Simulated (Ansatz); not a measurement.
`[CH3][SnH]([OH])[Br]` + H₂ → `[OH][SnH2][Br]` + CH₄ at 600 K and 1 bar (hydrogenolysis of the Sn–C bond).

Gas-phase electronic energies from Ansatz, PBE0-D4/def2-TZVP geometries. CCSD(T)/CBS adds triple-zeta CCSD(T) − MP2 to the extrapolated MP2 energy (def2 sets, frozen cores). This one scheme is used for every species. def2 core potentials past Kr. For Br, Sn outer-core shells are correlated without core-valence functions, which leaves a few kJ/mol of doubt a bond. Scalar relativity is left out up to krypton. Each species was taken in one conformer, which may not be the lowest.

```
               species  CCSD(T)/CBS energy (Eh)  H − E (kJ/mol)  S (J/(mol·K))
`[CH3][SnH]([OH])[Br]`              -2903.65401           210.8          469.6
                    H₂                 -1.17544            43.9          150.8
      `[OH][SnH2][Br]`              -2864.37583           118.1          397.3
                   CH₄                -40.46206           140.4          215.7
```

H − E and S are ideal-gas, rigid-rotor, harmonic terms from PBE0-D4/def2-TZVP, for one conformer and one mirror image of each species. The MP2-based limit puts H₂ 0.8 mEh under its directly extrapolated value; such offsets cancel only in part. 1 Eh = 2625.50 kJ/mol, R = 8.31446 J/(mol·K).

By hand: ΔE, ΔH, ΔS and ΔG.

ΔE = (-2864.37583) + (-40.46206) − (-2903.65401) − (-1.17544) = -0.00844 Eh = -22.2 kJ/mol. Δ(H − E) = 118.1 + 140.4 − 210.8 − 43.9 = 3.8, so ΔH = -18.4 kJ/mol. ΔS = 397.3 + 215.7 − 469.6 − 150.8 = -7.4 J/(mol·K). ΔG = -18.4 − 600 × (-7.4)/1000 = -14.0 kJ/mol.

By hand: the equilibrium constant, and the temperature at which ΔG would vanish if ΔH and ΔS stayed fixed.

log₁₀ K = −ΔG/(RT ln 10) = 1.2. ΔG = 0 at ΔH/ΔS = 2486 K, though so small a ΔS makes that figure unsure.

The number of gas molecules stays the same, so ΔS is small and ΔH decides. A doubt of 5 kJ/mol in ΔE shifts log₁₀ K by 0.4 here. Other conformers and mirror images would add mixing entropy, several J/(mol·K) or more a flexible species. Modes under 60 cm⁻¹, often nearly free rotors, make the harmonic entropy too high. These are equilibria of isolated gas molecules and say nothing of rates. Largest T1 diagnostic: 0.011 (customary marks: 0.02 for closed shells, 0.045 for open ones).
